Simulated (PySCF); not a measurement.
CH13AsSi4.
Atom-mapped SMILES: `[SiH3:1][CH2:2][SiH2:3][As:4]([SiH3:5])[SiH3:6]` (hydrogens: H7, H8, H9 on Si1; H10, H11 on C2; H12, H13 on Si3; H14, H15, H16 on Si5; H17, H18, H19 on Si6)

Computed with PySCF at B3LYP/def2-SVPD, non-relativistic, on one gas-phase PBE0-D3(BJ)/def2-SVP geometry that isn't relaxed in the solvent. The solvent is an IEF-PCM continuum (Bondi radii, 1.10 Å for H, scaled by 1.2), and excitations are vertical TDDFT with non-equilibrium linear response and a frozen core. Only the electrostatic response of the medium enters. Spin–orbit coupling is left out although an atom past zinc is present.

Gas-phase singlets (H = HOMO, L = LUMO):

```json
{"state": "S1", "E (eV)": "5.658", "λ (nm)": "219", "f": "0.023", "leading configurations": "H→L 88%"}
{"state": "S2", "E (eV)": "5.718", "λ (nm)": "217", "f": "0.045", "leading configurations": "H→L+1 89%"}
{"state": "S3", "E (eV)": "5.944", "λ (nm)": "209", "f": "0.022", "leading configurations": "H→L+2 66%, H→L+4 20%"}
{"state": "S4", "E (eV)": "6.051", "λ (nm)": "205", "f": "0.015", "leading configurations": "H→L+3 38%, H→L+4 31%"}
{"state": "S5", "E (eV)": "6.120", "λ (nm)": "203", "f": "0.030", "leading configurations": "H→L+4 45%, H→L+3 44%"}
```

Problem. Give the list for benzene (ε = 2.271), n² = 2.25.

Solution. 
```json
{"state": "S1", "E (eV)": "5.670", "λ (nm)": "219", "f": "0.047", "leading configurations": "H→L 76%, H→L+1 20%", "change by rank (eV)": "+0.012"}
{"state": "S2", "E (eV)": "5.704", "λ (nm)": "217", "f": "0.074", "leading configurations": "H→L+1 77%, H→L 19%", "change by rank (eV)": "-0.014"}
{"state": "S3", "E (eV)": "5.936", "λ (nm)": "209", "f": "0.054", "leading configurations": "H→L+2 82%", "change by rank (eV)": "-0.008"}
{"state": "S4", "E (eV)": "6.049", "λ (nm)": "205", "f": "0.021", "leading configurations": "H→L+3 53%, H→L+4 31%", "change by rank (eV)": "-0.002"}
{"state": "S5", "E (eV)": "6.114", "λ (nm)": "203", "f": "0.044", "leading configurations": "H→L+4 58%, H→L+3 34%", "change by rank (eV)": "-0.006"}
```

Problem. How does the list change in acetone (ε = 20.49)?

Solution. 
```tsv
state	E (eV)	λ (nm)	f	leading configurations	change by rank (eV)
S1	5.718	217	0.044	H→L 65%, H→L+1 30%	+0.060
S2	5.734	216	0.070	H→L+1 66%, H→L 29%	+0.016
S3	5.976	207	0.049	H→L+2 82%	+0.032
S4	6.085	204	0.014	H→L+3 56%, H→L+4 29%	+0.034
S5	6.158	201	0.035	H→L+4 60%, H→L+3 31%	+0.038
```

Problem. The ground-state energy changes by -0.052 eV from gas to acetone. By how much does the total energy of gas-phase S1 change?

Solution. E(S1) = E(S0) + excitation energy, so it changes by -0.052 + 0.060 = +0.008 eV: it isn't lowered at all, while the ground state is. This is the vertical state, with the slow part of the continuum still set for S0.

Problem. How do the frontier levels move from gas to acetone?

Solution. 
```tsv
orbital	gas (eV)	solvent (eV)	change (eV)	Löwdin shares, gas	Löwdin shares, solvent
LUMO+2	-0.25	-0.12	+0.13	As4 29 %, Si6 19 %, Si3 13 %, Si5 7 %	As4 30 %, Si6 19 %, Si3 14 %, Si5 6 %
LUMO+1	-0.42	-0.30	+0.12	As4 21 %, Si6 19 %, Si5 13 %, Si3 7 %	As4 23 %, Si6 21 %, Si5 10 %, Si3 7 %
LUMO	-0.51	-0.35	+0.16	As4 18 %, Si5 14 %, Si3 14 %, Si1 8 %	As4 20 %, Si5 19 %, Si3 11 %, Si1 9 %
HOMO	-7.01	-6.93	+0.08	As4 59 %, Si3 10 %, Si5 9 %, Si6 9 %	As4 59 %, Si3 10 %, Si5 9 %, Si6 8 %
HOMO-1	-7.95	-7.80	+0.15	As4 36 %, Si3 19 %, Si5 10 %, Si6 10 %	As4 36 %, Si3 19 %, Si5 11 %, Si6 8 %
HOMO-2	-8.04	-7.90	+0.14	As4 33 %, Si6 18 %, Si5 17 %, H17 6 %	As4 33 %, Si6 18 %, Si5 16 %, H17 6 %
HOMO-3	-8.74	-8.56	+0.18	C2 26 %, Si1 19 %, Si3 16 %, H9 12 %	C2 27 %, Si1 19 %, Si3 15 %, H9 11 %
```

The HOMO–LUMO gap goes from 6.51 to 6.58 eV.

The run took 60 s on one thread of an Arm Neoverse V1, shared host. This is the whole response run at B3LYP/def2-SVPD in acetone, SCF included.

The values belong to the conformer `[SiH3:1][CH2:2][SiH2:3][As:4]([SiH3:5])[SiH3:6]`: Si1–C2–Si3–As4 -50°, C2–Si3–As4–Si5 -154°.
